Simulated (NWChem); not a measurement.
CBrCl2F; SMILES FC(Cl)(Cl)Br

```xyz
5

F      1.6078     0.6127     0.0000
C      0.2898     0.4701     0.0000
Cl    -0.3657     1.2319    -1.4491
Cl    -0.3657     1.2319     1.4491
Br    -0.1127    -1.4321     0.0000
```
Atoms are numbered in this order, from 1.

All runs: NWChem. Geometry optimised at PBE0/def2-SVP; all other runs use it. This build's default masses of Se (78.918 u) and Br (79.917 u) are each other's, which moves their modes by up to 0.6 %.

```json
[
 {"quantity": "solvation free energy (kcal/mol) in n-hexane", "level": "PBE0/def2-SVP, SMD", "value": "___"},
 {"quantity": "−ε(HOMO) (eV)", "level": "B3LYP/def2-SVP", "value": "8.18"},
 {"quantity": "isotropic polarisability (bohr³), static", "level": "B3LYP/def2-SVPD", "value": "___"},
 {"quantity": "vertical, lowest excitation, singlet (eV)", "level": "B3LYP/def2-SVPD, TDA", "value": "5.22"},
 {"quantity": "dipole (D)", "level": "PBE0/def2-SVP", "value": "0.34"},
 {"quantity": "highest harmonic frequency (cm⁻¹)", "level": "PBE0/def2-SVP", "value": "___"}
]
```

Q: Complete the blanks.

A: 
- solvation free energy (kcal/mol) in n-hexane, value: -3.4
- isotropic polarisability (bohr³), static, value: 64.7
- highest harmonic frequency (cm⁻¹), value: 1174
